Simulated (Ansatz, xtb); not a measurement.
# Two isomers of C2H7GeNOSi

Structure X is `CO[Si@@H]([GeH3])C#N`, a singlet and structure Y is `C[O][Ge@@H]([SiH3])[C]#N`, a singlet. Both are isolated molecules in the gas phase, relaxed with PBE0-D3(BJ)/def2-SVP, each in the lowest conformer that the search found.

X (Å):

```xyz
13

C    -1.5514   -1.2119   -0.6853
C     1.7945   -0.6206   -0.7254
Ge    0.9985    2.5022    0.5480
N     2.6430   -1.4082   -0.6455
O    -0.9548   -0.0367   -0.1917
Si    0.4204    0.6459   -0.8093
H    -1.8294   -1.1126   -1.7499
H    -0.8801   -2.0822   -0.5800
H    -2.4654   -1.4067   -0.1062
H     0.2787    0.9606   -2.2625
H    -0.1251    3.5498    0.4874
H     2.3043    3.1242    0.0258
H     1.1928    2.0307    1.9966
```

Y (Å):

```xyz
13

C    -2.2956   -0.8138   -0.5408
C     0.5314   -2.2301    0.7047
Ge    0.3597   -0.3936    0.0942
N     0.6252   -3.3171    1.0988
O    -1.3730   -0.0158    0.1570
Si    1.4451    1.0576    1.6319
H    -2.2928   -1.8613   -0.1869
H    -2.1058   -0.8192   -1.6309
H    -3.3017   -0.3998   -0.3739
H     0.8449   -0.4079   -1.3682
H     0.8189    0.8725    2.9709
H     2.8914    0.6943    1.6743
H     1.2832    2.4631    1.1607
```

Question: Estimate E(Y) − E(X) at the level CCSD(T)/def2-SVP + ΔMP2/def2-TZVPP.

Answer: Calculated at CCSD(T)/def2-SVP + ΔMP2/def2-TZVPP: E(Y) − E(X) = +0.753 eV, so structure X lies lower.

The same difference at several levels:

| level | geometry | E(Y) − E(X) (eV) | departure from the last row (eV) | job, with rough time for the two |
| --- | --- | --- | --- | --- |
| GFN2-xTB | GFN2-xTB | +0.561 | −0.192 | optimisation, 0.5 s |
| HF/STO-3G | GFN2-xTB | +0.342 | −0.412 | single point, 1.1 s |
| r2SCAN-D4/def2-SVP | GFN2-xTB | +0.675 | −0.079 | single point, 5 s |
| PBE0-D3(BJ)/def2-SVP | PBE0-D3(BJ)/def2-SVP | +0.732 | −0.021 | optimisation, 2 min |
| HF/def2-SVP | PBE0-D3(BJ)/def2-SVP | +0.740 | −0.014 | part of the CCSD(T) run |
| MP2/def2-SVP | PBE0-D3(BJ)/def2-SVP | +0.692 | −0.062 | part of the CCSD(T) run |
| CCSD(T)/def2-SVP | PBE0-D3(BJ)/def2-SVP | +0.673 | −0.080 | single point |
| CCSD(T)/def2-SVP + ΔMP2/def2-TZVPP | PBE0-D3(BJ)/def2-SVP | +0.753 |  | single point, 2 min |

As drawn, Y has 1 Ge–O, 1 C–Ge, 2 Si–H in place of 1 O–Si, 1 C–Si, 2 Ge–H.

The levels shown agree on the order. The largest departure from CCSD(T)/def2-SVP + ΔMP2/def2-TZVPP is that of HF/STO-3G, 0.412 eV. A small imaginary or near-zero mode remains, so no thermal terms are given. The last row adds to CCSD(T) the change of the MP2 difference between the two basis sets, here +0.080 eV.

The correlated steps freeze 18 core orbitals; the filled d shell of Ge is correlated, in a basis made for valence electrons. Run with Ansatz 0.2.0, xtb 6.7.1; the last row on 2 threads of Intel(R) Xeon(R) Processor @ 2.70GHz on a shared host.
